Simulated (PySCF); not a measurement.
Au2O(H2O)2 at several levels of theory

Computed with PySCF 2.14.0 (density fitting, no spin-orbit coupling) at the geometry relaxed with B3LYP:

```xyz
9
Au2O(H2O)2 (singlet; a saddle point, relaxed within its symmetry)
Au    0.0000    0.0667    1.9184
Au    0.0000   -0.0667   -1.9184
O     0.0000    0.0000    0.0000
O     0.0000    0.1573    4.0793
H     0.7737   -0.3060    4.4348
H    -0.7737   -0.3060    4.4348
O     0.0000   -0.1573   -4.0793
H     0.7737    0.3060   -4.4348
H    -0.7737    0.3060   -4.4348
```

| level | basis | state | HOMO (eV) | gap (eV) | charge on Au1 (e) | dipole about the centre of mass (D) | largest force component (eV/Å) |
| --- | --- | --- | --- | --- | --- | --- | --- |
| B3LYP | Au def2-SVP with ECP60, O def2-SVP, H def2-SVP | singlet | -4.45 | 3.04 | 0.09 | 0.00 | 0.01 |
| TPSS | the same | singlet | -3.36 | 1.45 | 0.06 | 0.00 | 0.42 |
| HF | the same | singlet | -7.77 | 10.16 | 0.34 | 0.00 | 1.31 |
| M06-L | the same | singlet | -3.14 | 1.62 | 0.19 | 0.00 | 0.33 |
| B3LYP | Au def2-TZVP with ECP60, O def2-TZVP, H def2-TZVP | singlet | -4.57 | 2.90 | 0.21 | 0.00 | 0.21 |
| B3LYP | Au x2c-SVPall, O x2c-SVPall, H x2c-SVPall | singlet | -4.54 | 3.05 | 0.04 | 0.00 | 0.42 |

Charges are Mulliken's, which hang on the basis. The relaxation used the grid (50, 194), these runs (75, 302) or, all-electron (x2c bases, spin-free X2C Hamiltonian), (99, 590).

**Question.** What does BP86 with Au def2-SVP with ECP60, O def2-SVP, H def2-SVP give here?

**Answer.** state singlet, HOMO (eV) -3.51, gap (eV) 1.31, charge on Au1 (e) 0.03, dipole about the centre of mass (D) 0.00, largest force component (eV/Å) 0.53. Time: 7.5 s on 2 threads of Arm Neoverse V2, on a shared host, from an already converged density.

In the first row's basis the gap widens with exact exchange: 1.3 to 1.6 eV for BP86, TPSS, M06-L (none); 3.0 eV for B3LYP (a fixed share); 10.2 eV for Hartree–Fock (rising or full at long range).
